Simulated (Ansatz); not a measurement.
Basis sets compared for the cluster ZrGe₁₀. Charge 0, multiplicity 1. Geometry r2SCAN-D4/def2-SVP. Ansatz on 2 threads of AMD EPYC 7R13 on a shared host and a share (18 GiB) of an NVIDIA H100 80GB HBM3; times are rough, and most runs start from earlier orbitals.

```xyz
11

Zr   -0.9341    0.7231    0.4166
Ge    0.5928    0.5491   -2.3719
Ge    1.4127   -0.8469    1.8935
Ge    1.8372    1.2323    0.0512
Ge   -0.3201    2.6411   -1.3813
Ge   -0.9247   -1.6124   -1.8370
Ge    0.4503    1.3183    2.6508
Ge   -0.4235   -2.4633    0.7588
Ge   -2.0489    0.6127   -2.0103
Ge    1.5356   -1.2718   -0.7097
Ge   -1.1772   -0.8822    2.5394
```

In the def2 sets Zr takes a core potential; there is no spin–orbit coupling. Single mean-field runs in def2-TZVP are fitted with def2-universal-jkfit. The restricted singlet is unstable towards broken spin symmetry in Hartree–Fock (as tested in another run); at PBE-D4/def2-SVP, PBE0-D4/def2-SVP, PBE0-D4/def2-TZVP this wasn't settled. No other spin state of charge 0 was run. Another isomer (singlet) lies 0.56 eV lower at PBE0-D4/def2-TZVP; other spin states weren't run for this one.

Binding counts from free atoms (Zr triplet, Ge triplet) in the same basis, without a counterpoise term.

```
           level  functions  energy (Eh)  HOMO (eV)  LUMO (eV)  binding per atom (eV)  wall time
 PBE-D4/def2-SVP        351  -20811.7349      -5.11      -4.39                      –       10 s
PBE0-D4/def2-SVP        351  -20812.1749      -5.86      -4.05                   3.35       11 s
```

(1) Estimate the rows for PBE-D4/def2-TZVP (with forces), PBE0-D4/def2-TZVP.

Answers

(1) 
```csv
level,functions,energy (Eh),HOMO (eV),LUMO (eV),binding per atom (eV),wall time
PBE-D4/def2-TZVP (with forces),520,-20814.3653,-5.04,-4.32,–,9.5 s
PBE0-D4/def2-TZVP,520,-20814.8033,-5.76,-3.96,3.39,14 s
```
